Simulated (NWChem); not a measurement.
All runs are NWChem calculations. System: C₄H₅FSi, charge 0, spin multiplicity 1, at a geometry optimised with PBE0/def2-SVP. The structure started from a generated list of species. Level: MP2/def2-SVP, 10 core orbitals frozen.

Job file:

```
start mol
memory heap 200 mb stack 800 mb global 1000 mb
geometry units angstroms nocenter noautoz noautosym
  C      2.155104     1.118349    -1.035992
  C      1.319414     0.565730    -0.345037
  Si     0.057056    -0.245080     0.706331
  F      0.307321    -1.852939     0.662459
  C     -1.642244     0.133174     0.067620
  C     -1.874674     0.883285    -1.016118
  H      2.898208     1.603577    -1.644386
  H      0.240039     0.162869     2.124182
  H     -2.502132    -0.276448     0.614454
  H     -2.890558     1.096876    -1.366752
  H     -1.055834     1.317463    -1.601099
end
basis spherical
  * library def2-svp
end
scf
  rhf
  nopen 0
  maxiter 100
  thresh 1e-7
  semidirect memsize 60000000 filesize 0
end
mp2
  freeze core 10
end
task mp2 energy
```

NWChem printed:

```
             Northwest Computational Chemistry Package (NWChem) 7.3.0
             --------------------------------------------------------

                                NWChem Input Module
                                -------------------

 Scaling coordinates for geometry "geometry" by  1.889725989
 (inverse scale =  0.529177249)

                             Geometry "geometry" -> ""
                             -------------------------

 Output coordinates in angstroms (scale by  1.889725989 to convert to a.u.)

  No.       Tag          Charge          X              Y              Z
 ---- ---------------- ---------- -------------- -------------- --------------
    1 C                    6.0000     2.15510400     1.11834900    -1.03599200
    2 C                    6.0000     1.31941400     0.56573000    -0.34503700
    3 Si                  14.0000     0.05705600    -0.24508000     0.70633100
    4 F                    9.0000     0.30732100    -1.85293900     0.66245900
    5 C                    6.0000    -1.64224400     0.13317400     0.06762000
    6 C                    6.0000    -1.87467400     0.88328500    -1.01611800
    7 H                    1.0000     2.89820800     1.60357700    -1.64438600
    8 H                    1.0000     0.24003900     0.16286900     2.12418200
    9 H                    1.0000    -2.50213200    -0.27644800     0.61445400
   10 H                    1.0000    -2.89055800     1.09687600    -1.36675200
   11 H                    1.0000    -1.05583400     1.31746300    -1.60109900

 Effective nuclear repulsion energy (a.u.)     255.5383498610

            Nuclear Dipole moment (a.u.)
            ----------------------------
        X                 Y               Z
 ---------------- ---------------- ----------------
    -0.0000075589    -0.0000113384     0.0000037795


 Summary of "ao basis" -> "" (spherical)
 ------------------------------------------------------------------------------
       Tag                 Description            Shells   Functions and Types
 ---------------- ------------------------------  ------  ---------------------
 *                          def2-svp                  on all atoms

 Summary of "ao basis" -> "ao basis" (spherical)
 ------------------------------------------------------------------------------
       Tag                 Description            Shells   Functions and Types
 ---------------- ------------------------------  ------  ---------------------
 C                          def2-svp                 6       14   3s2p1d
 Si                         def2-svp                 8       18   4s3p1d
 F                          def2-svp                 6       14   3s2p1d
 H                          def2-svp                 3        5   2s1p

                                 NWChem SCF Module
                                 -----------------

  ao basis        = "ao basis"
  functions       =   113
  atoms           =    11
  closed shells   =    26
  open shells     =     0
  charge          =   0.00
  wavefunction    = RHF
  use symmetry    = F
  symmetry adapt  = F

 Summary of "ao basis" -> "ao basis" (spherical)
 ------------------------------------------------------------------------------
       Tag                 Description            Shells   Functions and Types
 ---------------- ------------------------------  ------  ---------------------
 C                          def2-svp                 6       14   3s2p1d
 Si                         def2-svp                 8       18   4s3p1d
 F                          def2-svp                 6       14   3s2p1d
 H                          def2-svp                 3        5   2s1p

 Forming initial guess at       0.1s

      Superposition of Atomic Density Guess
      -------------------------------------

 Sum of atomic energies:        -541.02669287

      Non-variational initial energy
      ------------------------------

 Total energy =    -543.663375
 1-e energy   =   -1251.187447
 2-e energy   =     451.985723
 HOMO         =      -0.342092
 LUMO         =      -0.035611

 Starting SCF solution at       2.0s

 ----------------------------------------------
         Quadratically convergent ROHF

 Convergence threshold     :          1.000E-07
 Maximum no. of iterations :          100
 Final Fock-matrix accuracy:          1.000E-09
 ----------------------------------------------

              iter       energy          gnorm     gmax       time
             ----- ------------------- --------- --------- --------
                 1     -542.3723720439  1.06D+00  1.66D-01      2.2
                 2     -542.4456679045  4.99D-01  1.34D-01      2.4
                 3     -542.4562408881  1.99D-01  3.13D-02      2.8
                 4     -542.4585114970  1.01D-02  1.45D-03      3.3
                 5     -542.4585207057  7.63D-05  3.67D-05      4.3
                 6     -542.4585207078  3.83D-09  5.58D-10      6.3

       Final RHF  results
       ------------------

         Total SCF energy =   -542.458520707823
      One-electron energy =  -1255.113101526078
      Two-electron energy =    457.116230957222
 Nuclear repulsion energy =    255.538349861033

        Time for solution =      4.2s

             Final eigenvalues
             -----------------

              1
    1  -68.8188
    2  -26.2655
    3  -11.2661
    4  -11.2647
    5  -11.2359
    6  -11.2343
    7   -6.1804
    8   -4.2926
    9   -4.2914
   10   -4.2906
   11   -1.5419
   12   -1.0396
   13   -1.0190
   14   -0.8131
   15   -0.7647
   16   -0.7249
   17   -0.6663
   18   -0.6551
   19   -0.6513
   20   -0.6223
   21   -0.5816
   22   -0.5228
   23   -0.4710
   24   -0.4194
   25   -0.4126
   26   -0.3943
   27    0.1048
   28    0.1393
   29    0.1510
   30    0.1986
   31    0.2035
   32    0.2162
   33    0.2384
   34    0.2599
   35    0.2836
   36    0.2950

                       ROHF Final Molecular Orbital Analysis
                       -------------------------------------

 Vector   24  Occ=2.000000D+00  E=-4.194239D-01
              MO Center=  1.5D+00,  7.8D-01, -6.2D-01, r^2= 2.2D+00
   Bfn.  Coefficient  Atom+Function         Bfn.  Coefficient  Atom+Function
  ----- ------------  ---------------      ----- ------------  ---------------
     5      0.336257   1 C  py               19      0.336445   2 C  py
    22      0.231110   2 C  py                8      0.211406   1 C  py
    18     -0.185306   2 C  px                4     -0.172962   1 C  px

 Vector   25  Occ=2.000000D+00  E=-4.126334D-01
              MO Center=  1.5D+00,  7.6D-01, -5.2D-01, r^2= 2.4D+00
   Bfn.  Coefficient  Atom+Function         Bfn.  Coefficient  Atom+Function
  ----- ------------  ---------------      ----- ------------  ---------------
     6      0.315200   1 C  pz               20      0.308401   2 C  pz
     4      0.218672   1 C  px               18      0.213230   2 C  px
    23      0.208713   2 C  pz                9      0.198020   1 C  pz
    21      0.153941   2 C  px

 Vector   26  Occ=2.000000D+00  E=-3.943033D-01
              MO Center= -1.5D+00,  4.9D-01, -4.0D-01, r^2= 2.5D+00
   Bfn.  Coefficient  Atom+Function         Bfn.  Coefficient  Atom+Function
  ----- ------------  ---------------      ----- ------------  ---------------
    65      0.302168   5 C  py               79      0.294526   6 C  py
    68      0.249013   5 C  py               82      0.225672   6 C  py
    66      0.219497   5 C  pz               80      0.197407   6 C  pz
    69      0.166336   5 C  pz

 Vector   27  Occ=0.000000D+00  E= 1.047568D-01
              MO Center= -3.9D-01,  4.2D-01, -1.5D-01, r^2= 5.0D+00
   Bfn.  Coefficient  Atom+Function         Bfn.  Coefficient  Atom+Function
  ----- ------------  ---------------      ----- ------------  ---------------
    40      0.606802   3 Si py               82     -0.383582   6 C  py
    83     -0.295038   6 C  pz                8     -0.292887   1 C  py
    68      0.281832   5 C  py               95     -0.267407   8 H  s
    49      0.261209   4 F  s                32      0.259831   3 Si s
    79     -0.231428   6 C  py               63     -0.187672   5 C  s

 Vector   28  Occ=0.000000D+00  E= 1.393063D-01
              MO Center=  1.0D+00,  5.2D-01, -2.6D-01, r^2= 4.7D+00
   Bfn.  Coefficient  Atom+Function         Bfn.  Coefficient  Atom+Function
  ----- ------------  ---------------      ----- ------------  ---------------
    63      0.770059   5 C  s                39      0.527784   3 Si px
     9     -0.467162   1 C  pz              100     -0.430453   9 H  s
    95     -0.422855   8 H  s                 7     -0.407990   1 C  px
    21      0.368833   2 C  px               41      0.360122   3 Si pz
    23      0.345254   2 C  pz              105     -0.234976  10 H  s

 Vector   29  Occ=0.000000D+00  E= 1.509964D-01
              MO Center=  1.9D-02,  6.2D-01, -4.1D-01, r^2= 5.5D+00
   Bfn.  Coefficient  Atom+Function         Bfn.  Coefficient  Atom+Function
  ----- ------------  ---------------      ----- ------------  ---------------
    22      0.502158   2 C  py               68     -0.464519   5 C  py
     8     -0.449505   1 C  py               82      0.410452   6 C  py
    40      0.361188   3 Si py               83      0.301351   6 C  pz
    69     -0.296947   5 C  pz               17     -0.258692   2 C  s
     9     -0.248418   1 C  pz               39      0.228550   3 Si px

 center of mass
 --------------
 x =   0.06782907 y =  -0.10804114 z =   0.04731281

 moments of inertia (a.u.)
 ------------------
         577.685127648860         -18.579241877333          21.343604144424
         -18.579241877333         851.337624598865         217.995395342558
          21.343604144424         217.995395342558         992.605182759356

  Mulliken analysis of the total density
  --------------------------------------

    Atom       Charge   Shell Charges
 -----------   ------   -------------------------------------------------------
    1 C    6     6.20   1.99  0.89  0.48  1.90  0.91  0.03
    2 C    6     6.22   1.99  0.90  0.29  1.95  1.06  0.03
    3 Si  14    12.80   2.00  1.99  0.90  0.01  5.94  1.14  0.44  0.38
    4 F    9     9.48   1.99  1.11  0.83  3.34  2.20  0.01
    5 C    6     6.44   1.99  0.88  0.37  2.01  1.17  0.03
    6 C    6     6.03   1.99  0.88  0.25  1.94  0.93  0.04
    7 H    1     0.90   0.73  0.15  0.03
    8 H    1     1.15   0.75  0.39  0.01
    9 H    1     0.92   0.74  0.16  0.03
   10 H    1     0.93   0.75  0.16  0.03
   11 H    1     0.92   0.75  0.15  0.03

       Multipole analysis of the density wrt the origin
       ------------------------------------------------

     L   x y z        total         open         nuclear
     -   - - -        -----         ----         -------
     0   0 0 0      0.000000      0.000000     52.000000

     1   1 0 0     -0.194617      0.000000     -0.000008
     1   0 1 0      0.918200      0.000000     -0.000011
     1   0 0 1     -0.399266      0.000000      0.000004

     2   2 0 0    -26.975647      0.000000    359.476769
     2   1 1 0      2.262089      0.000000     11.384545
     2   1 0 1     -2.165035      0.000000    -11.142152
     2   0 2 0    -34.459572      0.000000    184.147987
     2   0 1 1     -2.050872      0.000000   -117.824439
     2   0 0 2    -30.035381      0.000000    129.757988

                   NWChem MP2 Semi-direct Energy/Gradient Module
                   ---------------------------------------------

  Basis functions       =    113
  Molecular orbitals    =    113
  Frozen core           =     10
  Frozen virtuals       =      0
  Active alpha occupied =     16
  Active beta occupied  =     16
  Active alpha virtual  =     87
  Active beta virtual   =     87
  Use MO symmetry       = F
  Use skeleton AO sym   = F

  AO/Fock/Back tols     =   1.0D-09  1.0D-09  1.0D-09

 GA uses MA = F    GA memory limited = T

 Available:
  local mem=  1.15D+08
 global mem=  1.31D+08
 local disk=  0.00D+00
  mp2_memr nvloc                    87
  nvloc new                    87
   1 passes of  16:        3145728                      61544                  28106341.
   1 passes of  16: M    114683663           G      131046462           F     111537935.

 Semi-direct pass number   1 of   1  for RHF alpha+beta  at        6.3s
  vrange nnbf                  5934
  mp2_eaftype                   107  avail_ma_in_mb                   999
 EAF : mp2_eaftype filesize         107   14053171.
  mp2_eaf for mointskh                    107
Node 0 wrote     66.1 Mb in      0.0 s     Agg I/O rate:  1928.7 Mb/s
 Done moints_semi at       11.5s
  mp2_eaftype                   107  avail_ma_in_mb                   892
 EAF : mp2_eaftype filesize         107   14053171.
  mp2_eaf for kh                   107
 Done maket at       12.0s
 Done multipass loop at       12.0s

          -------------------------------------------
          SCF energy                -542.458520707823
          Correlation energy          -0.787927411549
          Singlet pairs               -0.495658530999
          Triplet pairs               -0.292268880550
          Total MP2 energy          -543.246448119372
          -------------------------------------------

          ---------------------------------------------------
                    Spin Component Scaled (SCS) MP2
          Same spin pairs                     -0.194845920367
          Same spin scaling factor             0.333333333333
          Opposite spin pairs                 -0.593081491182
          Opposite spin scaling fact.          1.200000000000
          SCS-MP2 correlation energy          -0.776646429541
          Total SCS-MP2 energy              -543.235167137364
          ---------------------------------------------------

 -----------------------
 Performance information
 -----------------------

 Timer overhead =  2.33D-07 seconds/call

               Nr. of calls         CPU time (s)                 Wall time (s)                GFlops
             ---------------    -------------------     ------------------------------   -------------------
Name         Min   Avg   Max    Min     Avg     Max     Min     Avg     Max   Mx/calls   Min     Max     Sum
mp2: moin     1     1     1    5.1     5.1     5.1      5.1     5.1     5.1     5.1      0.0     0.0     0.0
mp2: make     1     1     1   0.52    0.52    0.52     0.52    0.52    0.52    0.52      0.0     0.0     0.0
mp2: tota     1     1     1    5.7     5.7     5.7      5.7     5.7     5.7     5.7      0.0     0.0     0.0

 The average no. of pstat calls per process was 3.00D+00
 with a timing overhead of 7.00D-07s

 Task  times  cpu:       12.0s     wall:       12.0s

 Total times  cpu:       12.0s     wall:       12.0s
```
